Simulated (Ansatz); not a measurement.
Br$_{2}$ClGa, SMILES `[Cl][Ga]([Br])[Br]`, relaxed with RKS PBE0-D4/def2-TZVP in the Gaussian-basis code of Ansatz from a PBE-D4/def2-SVP geometry. The force threshold is 0.005 eV/Å; the program also tests the step.

Charge 0, multiplicity 1.

Start:

```xyz
4

Cl   -1.684    1.130   -0.764
Ga   -0.019    0.012   -0.009
Br    1.879    1.115    0.610
Br   -0.176   -2.257    0.164
```

Q: By how much does the energy fall, and how many steps does the optimiser take? (Estimate.)

A: The calculation gave: 1.36 kJ/mol, in 3 steps.

Q: Which bonds change most? (An estimate is asked.)

A: Ansatz gave: Cl1–Ga2 from 2.143 to 2.117 Å; Ga2–Br3 from 2.281 to 2.258 Å; Ga2–Br4 from 2.281 to 2.258 Å.

Q: Give the relaxed structure. (Estimate.)

A: Ansatz gave: 
```xyz
4

Cl   -1.668    1.118   -0.757
Ga   -0.022    0.015   -0.010
Br    1.861    1.099    0.604
Br   -0.171   -2.231    0.163
```
